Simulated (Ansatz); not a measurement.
Computed with Ansatz on PBE0-D4/def2-TZVP structures; ΔE is electronic, products minus reactants. CCSD(T)/CBS is the MP2 limit (def2-TZVPP, def2-QZVPP) plus CCSD(T) − MP2 in def2-TZVPP, frozen cores. This one scheme is used for every species. Functionals use def2-TZVPP. For Ge outer-core shells are correlated without core-valence functions, which leaves a few kJ/mol of doubt a bond. Scalar relativity is left out up to krypton. One conformer a species, not always the lowest.

Consider the substitution at a C–O bond: `C[O][GeH2][OH]` + `SBCl` → `CSBCl` + `[OH][GeH2][OH]`.

Q: Is it downhill or uphill in electronic energy at CCSD(T)/CBS, and by how much? (Estimate.)

A: Ansatz gave: Downhill: ΔE = -12.4 kcal/mol.

Q: What do these levels give: LDA (SPW92), PBE-D4, BLYP-D4, B97M-V, B2PLYP, BLYP, r2SCAN, r2SCANh, r2SCAN0, LC-ωPBE, MP2/def2-SVP, SCS-MP2/def2-TZVPP? (An estimate is asked.)

A: Computed: LDA (SPW92) -12.2, PBE-D4 -12.6, BLYP-D4 -11.2, B97M-V -11.4, B2PLYP -11.6, BLYP -11.0, r2SCAN -12.1, r2SCANh -12.1, r2SCAN0 -12.1, LC-ωPBE -11.9, MP2/def2-SVP -8.5, SCS-MP2/def2-TZVPP -11.7 kcal/mol.

Largest T1 diagnostic among the species: 0.013.

At CCSD(T), def2-SVP lies +5.7 kcal/mol from the extrapolated value and def2-TZVPP +1.1 kcal/mol. Leaving LDA and LC-ωPBE aside and taking each functional with its dispersion term where it has one, the values, not all of them listed here, spread over 2.1 kcal/mol, from revPBE-D4 to BHLYP-D4. In def2-TZVPP, CCSD(T) changes the Hartree–Fock value by −2.6 kcal/mol (the triples alone add −0.5 kcal/mol) and MP2 by −4.3 kcal/mol.
